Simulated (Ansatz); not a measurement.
```yaml
crystal:
  periodic: [false, false, false]
  atoms:
    - {symbol: O, position_ang: [-1.102250, 1.234890, -0.382017]}
    - {symbol: C, position_ang: [-0.286213, 1.531716, 0.860639]}
    - {symbol: Al, position_ang: [-0.458325, -0.381661, 0.541890]}
    - {symbol: Si, position_ang: [1.206070, -1.569349, -0.803209]}
    - {symbol: H, position_ang: [-2.009560, 1.534757, -0.278607]}
    - {symbol: H, position_ang: [-0.911696, 2.038546, 1.593202]}
    - {symbol: H, position_ang: [0.543339, 2.161688, 0.550995]}
    - {symbol: H, position_ang: [-1.701674, -1.078497, 1.248233]}
    - {symbol: H, position_ang: [2.121755, -2.380808, 0.053583]}
    - {symbol: H, position_ang: [2.068262, -0.632121, -1.581810]}
    - {symbol: H, position_ang: [0.595689, -2.516262, -1.782399]}
basis:
  gaussian: {orbitals: def2-TZVPPP}
magnetization: {spin_polarized: true, initial_magnetization: 0}
hamiltonian: {xc: {name: BHLYP}}
accuracy: high
output: {forces: true}
```

```sh
$ ansatz run in.yaml --threads 2 --pin off --events-out ev --progress --plain --max-ram 4352MiB
```

(1) How does Ansatz answer? (Estimate.)

Answers

(1) Ansatz gave: The program refused the input.
```
Error: <dir> can't be read: No such file or directory (os error 2)
```
